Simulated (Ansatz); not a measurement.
Question: Name a neutral molecule of Cl, Ge, Si and H with LUMO energy (PBE/def2-TZVPP) between -2.05 and -1.75 eV and HOMO energy (ωB97M-V/def2-TZVPP) between -10.35 and -10.05 eV (Ansatz, PBE0-D4/def2-TZVP geometry).

Answer: `Cl[SiH2][GeH2][Cl]` (-1.83 eV, -10.18 eV). Other molecules can fit too; these were computed, each in one conformer that needn't be the lowest.
